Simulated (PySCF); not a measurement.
## Correlation energy of Cl³⁺ (chlorine, charge +3)

[Ne] 3s2 3p2, high-spin 3P determinant. Computed with PySCF 2.14 in aug-cc-pV(T+d)Z with one added diffuse shell each of s, p, d, f type (7s6p5d3f, 71 functions), with the non-relativistic Hamiltonian (point nucleus). Frozen: [Ne]; 4 electrons correlated.

```
  level  correlation energy (mhartree)
   CCSD                         -96.40
    (T)                          -2.11
CCSD(T)                         -98.51
```

Diagnostics: T1 = 0.0077, D1 = 0.0199, largest double amplitude 0.104.

Cost of the coupled-cluster step: of the order of 11 core-seconds, for 4 correlated electrons.

Iterations:

```
CC2 = 0
CCSD nocc = (np.int64(3), np.int64(1)), nmo = (66, 66)
frozen orbitals [[0, 1, 2, 3, 4], [0, 1, 2, 3, 4]]
max_cycle = 100
direct = 0
conv_tol = 1e-08
conv_tol_normt = 1e-06
diis_space = 8
diis_start_cycle = 0
Init t2, MP2 energy = -0.0729174156733311
Init E_corr(UCCSD) = -0.0729174156775423
cycle = 1  E_corr(UCCSD) = -0.0890836864830134  dE = -0.0161662708  norm(t1,t2) = 0.0456958
cycle = 2  E_corr(UCCSD) = -0.0936806589551181  dE = -0.00459697247  norm(t1,t2) = 0.0173418
cycle = 3  E_corr(UCCSD) = -0.0964103076649093  dE = -0.00272964871  norm(t1,t2) = 0.00771382
cycle = 4  E_corr(UCCSD) = -0.0963924933198728  dE = 1.7814345e-05  norm(t1,t2) = 0.00127128
cycle = 5  E_corr(UCCSD) = -0.0964065678170799  dE = -1.40744972e-05  norm(t1,t2) = 0.000162281
cycle = 6  E_corr(UCCSD) = -0.0964024431299628  dE = 4.12468712e-06  norm(t1,t2) = 3.18054e-05
cycle = 7  E_corr(UCCSD) = -0.0964040593033387  dE = -1.61617338e-06  norm(t1,t2) = 4.55397e-06
cycle = 8  E_corr(UCCSD) = -0.0964037086264297  dE = 3.50676909e-07  norm(t1,t2) = 9.80818e-07
cycle = 9  E_corr(UCCSD) = -0.0964037207901938  dE = -1.21637642e-08  norm(t1,t2) = 1.56377e-07
cycle = 10  E_corr(UCCSD) = -0.0964037289857482  dE = -8.19555436e-09  norm(t1,t2) = 3.69572e-08
UCCSD converged
E(UCCSD) = -456.8877045852248  E_corr = -0.0964037289857482
UCCSD(T) correction = -0.00210826815156037
```
